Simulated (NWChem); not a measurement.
All runs are NWChem calculations. System: sulfur difluoride (F2S), charge 0, spin multiplicity 1, at a geometry optimised with PBE0/def2-SVP. Level: EOM-CCSD/def2-SVPD, 7 core orbitals frozen.

Job file:

```
start mol
memory heap 100 mb stack 700 mb global 1900 mb
geometry units angstroms nocenter noautoz
  F      1.227542     0.000000    -0.491554
  S      0.000000     0.000000     0.552998
  F     -1.227542     0.000000    -0.491554
  symmetry group C2v
end
basis spherical
  * library def2-svpd
end
scf
  rhf
  nopen 0
  maxiter 100
  thresh 1e-7
  semidirect memsize 60000000 filesize 0
end
tce
  freeze core 7
  ccsd
  nroots 1
  2eorb
  2emet 13
  thresh 1e-5
  maxiter 200
  tilesize 24
end
task tce energy
```

Part of the output:

```
             Northwest Computational Chemistry Package (NWChem) 7.3.0
             --------------------------------------------------------

                                NWChem Input Module
                                -------------------

 Scaling coordinates for geometry "geometry" by  1.889725989
 (inverse scale =  0.529177249)

 Turning off AUTOSYM since
 SYMMETRY directive was detected!

                             Geometry "geometry" -> ""
                             -------------------------

 Output coordinates in angstroms (scale by  1.889725989 to convert to a.u.)

  No.       Tag          Charge          X              Y              Z
 ---- ---------------- ---------- -------------- -------------- --------------
    1 F                    9.0000     1.22754200     0.00000000    -0.49155400
    2 S                   16.0000     0.00000000     0.00000000     0.55299800
    3 F                    9.0000    -1.22754200     0.00000000    -0.49155400

 Effective nuclear repulsion energy (a.u.)     112.0126917350

            Nuclear Dipole moment (a.u.)
            ----------------------------
        X                 Y               Z
 ---------------- ---------------- ----------------
     0.0000000000     0.0000000000    -0.0000075589

      Symmetry information
      --------------------

 Group name             C2v
 Group number             16
 Group order               4
 No. of unique centers     2

      Symmetry unique atoms

     1    2


 Summary of "ao basis" -> "" (spherical)
 ------------------------------------------------------------------------------
       Tag                 Description            Shells   Functions and Types
 ---------------- ------------------------------  ------  ---------------------
 *                         def2-svpd                  on all atoms

 Summary of "ao basis" -> "ao basis" (spherical)
 ------------------------------------------------------------------------------
       Tag                 Description            Shells   Functions and Types
 ---------------- ------------------------------  ------  ---------------------
[...]
 Iteration  24 using   24 trial vectors
   0.0000106668749   0.3436595157586    9.35146     0.7     0.7

 Iteration  25 using   25 trial vectors
   0.0000053278795   0.3436594178158    9.35145     0.7     0.7
 --------------------------------------------------------------
 Iterations converged
 ------------------

 Excited state root  1
 Excitation energy / hartree =        0.343659417815754
                   / eV      =        9.351452541679892
 largest EOMCCSD amplitudes: R1 and R2

 Singles contributions
    19a1  (alpha) ---    15b1  (alpha)       -0.3226347657
    23a1  (alpha) ---    15b1  (alpha)        0.2802384739
    18b1  (alpha) ---    12a1  (alpha)        0.2131643305
    18b1  (alpha) ---    16a1  (alpha)        0.6494431082
    22b1  (alpha) ---    12a1  (alpha)        0.1299400310
    22b1  (alpha) ---    16a1  (alpha)        0.3484120840

 Doubles contributions

 =========================================
 Excited-state calculation ( b2  symmetry)
 =========================================
 Dim. of EOMCC iter. space      500

 EOMCCSD SOLVER TYPE  1
  maxdiff =   0.48117684781178399

 No. of initial right vectors    1

 EOM-CCSD right-hand side iterations
 --------------------------------------------------------------
      Residuum       Omega / hartree  Omega / eV    Cpu    Wall
 --------------------------------------------------------------

 Iteration   1 using    1 trial vectors
   0.5514591699919   0.3336058655267    9.07788     0.9     0.9

 Iteration   2 using    2 trial vectors
   0.1603412153321   0.2363236013632    6.43070     0.6     0.6

 Iteration   3 using    3 trial vectors
   0.1344539920098   0.2169508741338    5.90354     0.6     0.6

 Iteration   4 using    4 trial vectors
   0.1029326161521   0.1916699788156    5.21561     0.6     0.6

 Iteration   5 using    5 trial vectors
   0.0389829844589   0.1870446049402    5.08974     0.6     0.6

 Iteration   6 using    6 trial vectors
   0.0186821719788   0.1852673464204    5.04138     0.6     0.6

 Iteration   7 using    7 trial vectors
   0.0088151384750   0.1851731888312    5.03882     0.6     0.6

 Iteration   8 using    8 trial vectors
   0.0059897825362   0.1853605301692    5.04392     0.7     0.7

 Iteration   9 using    9 trial vectors
   0.0040038148714   0.1851520543187    5.03825     0.7     0.7

 Iteration  10 using   10 trial vectors
   0.0020264552909   0.1851663916694    5.03864     0.6     0.6

 Iteration  11 using   11 trial vectors
   0.0008660777516   0.1851753533035    5.03888     0.6     0.6

 Iteration  12 using   12 trial vectors
   0.0003094344731   0.1851675390621    5.03867     0.7     0.7

 Iteration  13 using   13 trial vectors
   0.0001316408175   0.1851693320726    5.03872     0.7     0.7

 Iteration  14 using   14 trial vectors
   0.0000669633800   0.1851697611706    5.03873     0.7     0.7

 Iteration  15 using   15 trial vectors
   0.0000321928251   0.1851698257405    5.03873     0.7     0.7

 Iteration  16 using   16 trial vectors
   0.0000189087272   0.1851694617411    5.03872     0.7     0.7

 Iteration  17 using   17 trial vectors
   0.0000087259069   0.1851697555386    5.03873     0.7     0.7
 --------------------------------------------------------------
 Iterations converged
 ------------------

 Excited state root  1
 Excitation energy / hartree =        0.185169755538618
                   / eV      =        5.038727563701516
 largest EOMCCSD amplitudes: R1 and R2

 Singles contributions
    19a1  (alpha) ---    17b2  (alpha)        0.7230197864
    20a1  (alpha) ---    17b2  (alpha)       -0.1198711302
    23a1  (alpha) ---    17b2  (alpha)       -0.5488467292
    25a1  (alpha) ---    17b2  (alpha)       -0.1231351272
    33a1  (alpha) ---    17b2  (alpha)       -0.1045478662

 Doubles contributions

 Task  times  cpu:       67.2s     wall:       67.2s

 Total times  cpu:       67.2s     wall:       67.2s
```
